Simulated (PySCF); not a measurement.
5-fluorofuran-3-one (C4H3FO2), SMILES O=C1C=C(F)OC1.

Geometry: PBE0-D3(BJ)/def2-SVP. One conformer was computed; it need not be the lowest.

Level of theory: B3LYP/def2-TZVP (PySCF).

Problem. Estimate the frontier levels, gap, dipole moment and polarisability. (The exact figures need the calculation; the answer reports its results.)

Solution. 
```json
{
 "highest_occupied_level": "-7.27 eV",
 "lowest_empty_level": "-1.39 eV",
 "orbital_gap": "5.88 eV",
 "dipole_moment": "2.15 D",
 "quadrupole, principal values (traceless, Buckingham form, about the centre of nuclear charge)": "-15.13, 5.01, 10.12 D·Å",
 "mean_static_polarisability": "50.8 bohr³ (7.53 Å³)",
 "polarisability_principal_values": "33.5, 52.7, 66.2 bohr³"
}
```
